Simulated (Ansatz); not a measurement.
H2InS2, SMILES `[SH][In][SH]` radical at its PBE0-D4/def2-TZVP geometry, where that method's forces vanish. Charge 0, multiplicity 2. In takes the def2 core potential.

```
atom   x (Å)   y (Å)   z (Å)
  S1   0.281   1.189   1.298
 In2  -0.904   0.186  -0.573
  S3   0.111  -1.804  -1.526
  H4  -0.615   2.178   1.447
  H5   1.127  -1.749  -0.646
```

Task: For each bond, give half the difference of the two atoms' forces along it (eV/Å; positive pushes the atoms apart) under PBE-D4, r2SCAN-D4, B3LYP-D4, ωB97M-V in def2-TZVPP. (Estimate.)

Result: Computed: 
| bond | length (Å) | PBE-D4 | r2SCAN-D4 | B3LYP-D4 | ωB97M-V |
| --- | --- | --- | --- | --- | --- |
| S1–In2 | 2.431 | 0.21 | 0.04 | 0.25 | -0.09 |
| S1–H4 | 1.343 | 0.24 | 0.01 | -0.02 | -0.08 |
| In2–S3 | 2.428 | 0.25 | 0.05 | 0.26 | -0.08 |
| S3–H5 | 1.346 | 0.26 | 0.01 | -0.01 | -0.09 |

B3LYP here is the variant with VWN-RPA as its local correlation; programs differ in this.
